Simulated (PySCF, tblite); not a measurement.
Species: C₃H₆F₂O₂Si (charge -1 and doublet state).
Geometry (GFN2-xTB, Å), atoms numbered from 1 in this order:
```xyz
14
C3H6F2O2Si angstrom
F      2.128   -2.059   -0.817
C      1.999   -0.682   -0.604
F      3.095   -0.198   -1.310
O      2.019   -0.353    0.642
C      0.697    0.283    1.179
C      0.111    1.237    0.369
O     -1.220    1.212   -0.076
Si    -2.359    0.097   -0.113
H      1.103   -0.365   -1.177
H      0.056   -0.539    1.492
H      0.665    2.039   -0.095
H     -2.111   -1.089   -0.958
H     -2.697   -0.445    1.221
H     -3.487    0.861   -0.653
```

Jobs on this species (14 atoms, 73 electrons) with PySCF (density fitting) and tblite. Hardware of each: an Arm Neoverse N1 with one thread, no GPU (shared host). The host was shared with other jobs, so the times are rough.

**Question.** Rank these jobs by wall time, shortest first.
A. GFN2-xTB; L-BFGS relaxation
B. GFN2-xTB; Hessian by finite differences
C. UKS B3LYP, pcH-1 on C F H O Si, non-relativistic, mean-field spin-orbit, GIAO; unrestricted SCF, g, hyperfine, density and orbital grids written; 270 basis functions

**Answer.** B (0.69 s), A (2.4 s), C (2.3 min).

All jobs:

```csv
level and settings,work,basis functions,SCF cycles,wall time
GFN2-xTB,Hessian by finite differences,–,–,0.69 s
GFN2-xTB,L-BFGS relaxation,–,–,2.4 s
"UKS B3LYP, pcH-1 on C F H O Si, non-relativistic, mean-field spin-orbit, GIAO","unrestricted SCF, g, hyperfine, density and orbital grids written",270,14,2.3 min
```

**Question.** What do all jobs in the table cost together?

**Answer.** About 2.4 min; the longest takes about 98 % of that, and about 200 times as long as the shortest.
